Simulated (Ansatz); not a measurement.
Task: Name a neutral molecule of C, Cl, In, O and H with ideal-gas entropy at 298 K and 1 bar (rigid rotor, harmonic PBE0-D4/def2-TZVP) between 389 and 405 J/(mol·K) and LUMO energy (ωB97M-V/def2-TZVPP) between 0.30 and 0.60 eV (Ansatz, PBE0-D4/def2-TZVP geometry).

Result: `C[CH2][In]([OH])[Cl]` (403 J/(mol·K), 0.41 eV). Other molecules can fit too; these were computed, each in one conformer that needn't be the lowest.
